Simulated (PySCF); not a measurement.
Compound: C₄H₁₂B₂N₂.
Structure used (PBE0-D3(BJ)/def2-SVP), in Å, numbered top down from 1:
```
atom  x, y, z in Å
B1     2.6376    0.2140   -0.4442
N2     2.1204   -1.0629   -0.7192
B3     0.7972   -1.5856   -1.0207
N4    -0.4203   -0.9368   -0.7945
C5    -1.7016   -1.5629   -1.1372
C6    -2.7324   -0.4565   -0.9500
C7    -2.1351    0.3526    0.1947
C8    -0.6485    0.3505   -0.1452
H9     1.9217    1.1831   -0.3873
H10    3.8325    0.3335   -0.2828
H11    2.8307   -1.7841   -0.8005
H12    0.7465   -2.7010   -1.4957
H13   -1.6885   -1.9659   -2.1605
H14   -1.9166   -2.4067   -0.4564
H15   -2.7934    0.1653   -1.8586
H16   -3.7400   -0.8446   -0.7426
H17   -2.3064   -0.1654    1.1530
H18   -2.5488    1.3672    0.2853
H19   -0.0045    0.4686    0.7395
H20   -0.4044    1.1843   -0.8276
```

Computed with PySCF at B3LYP/def2-SVPD, non-relativistic, on one gas-phase PBE0-D3(BJ)/def2-SVP geometry that isn't relaxed in the solvent. The solvent is an IEF-PCM continuum (cavity from Bondi-type radii × 1.2), and excitations are vertical TDDFT with non-equilibrium linear response and a frozen core. Only the electrostatic response of the medium enters.

Gas-phase singlets (H = HOMO, L = LUMO):

```csv
state,E (eV),λ (nm),f,leading configuration
S1,5.325,233,0.174,H→L 99%
S2,5.911,210,0.007,H→L+1 98%
S3,6.407,194,0.011,H-1→L 54%
S4,6.433,193,0.019,H→L+2 52%
S5,6.500,191,0.019,H→L+3 87%
```

Task: How does the list change in chloroform (ε = 4.711)?

Result: 
```csv
state,E (eV),λ (nm),f,leading configuration,change by rank (eV)
S1,5.142,241,0.207,H→L 99%,-0.183
S2,5.921,209,0.009,H→L+1 98%,+0.010
S3,6.397,194,0.032,H→L+2 48%,-0.010
S4,6.423,193,0.032,H-1→L 55%,-0.010
S5,6.530,190,0.004,H→L+3 83%,+0.030
```

Task: The ground-state energy changes by -0.072 eV from gas to chloroform. By how much does the total energy of gas-phase S1 change?

Result: E(S1) = E(S0) + excitation energy, so it changes by -0.072 − 0.183 = -0.255 eV: it is lowered more than the ground state, which is what a red shift means. This is the vertical state, with the slow part of the continuum still set for S0.

Task: How do the frontier levels move from gas to chloroform?

Result: 
| orbital | gas (eV) | solvent (eV) | change (eV) |
| --- | --- | --- | --- |
| LUMO+2 | 0.64 | 0.78 | +0.14 |
| LUMO+1 | 0.21 | 0.32 | +0.11 |
| LUMO | -0.64 | -0.68 | -0.04 |
| HOMO | -6.58 | -6.48 | +0.10 |
| HOMO-1 | -8.42 | -8.47 | -0.05 |
| HOMO-2 | -8.73 | -8.71 | +0.02 |
| HOMO-3 | -9.06 | -8.96 | +0.10 |

The HOMO–LUMO gap goes from 5.94 to 5.80 eV. Rows go by rank; for HOMO-3 and HOMO-2 the atom shares or the degeneracy differ between the runs, so the row needn't follow one orbital.
